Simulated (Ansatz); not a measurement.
`FB(S)Cl` + CH₃NH₂ → `CNB(F)S` + HCl  (ligand exchange at a B–Cl bond)

Isolated molecules relaxed with PBE0-D4/def2-TZVP in Ansatz; ΔE leaves out vibrations. CBS: MP2 limit from def2 TZ/QZ plus the TZ coupled-cluster correction, frozen cores. This one scheme is used for every species. Functionals use def2-TZVPP. One conformer a species, not always the lowest.

**Question.** Is it downhill or uphill in electronic energy at CCSD(T)/CBS, and by how much? (An estimate is asked.)

**Answer.** The calculation gave: Downhill: ΔE = -37.7 kJ/mol.

**Question.** What do these levels give: r2SCAN-D4, ωB97X-V, B2PLYP, r2SCAN, HF/def2-QZVPP, MP2/def2-QZVPP? (Best estimate.)

**Answer.** The calculation gave: r2SCAN-D4 -33.7, ωB97X-V -36.3, B2PLYP -35.4, r2SCAN -32.8, HF/def2-QZVPP -39.0, MP2/def2-QZVPP -35.3 kJ/mol.

Largest T1 diagnostic among the species: 0.012.

From PBE to PBE0 (25 % exact exchange), in def2-TZVPP and without D4, ΔE moves by −3.9 kJ/mol.
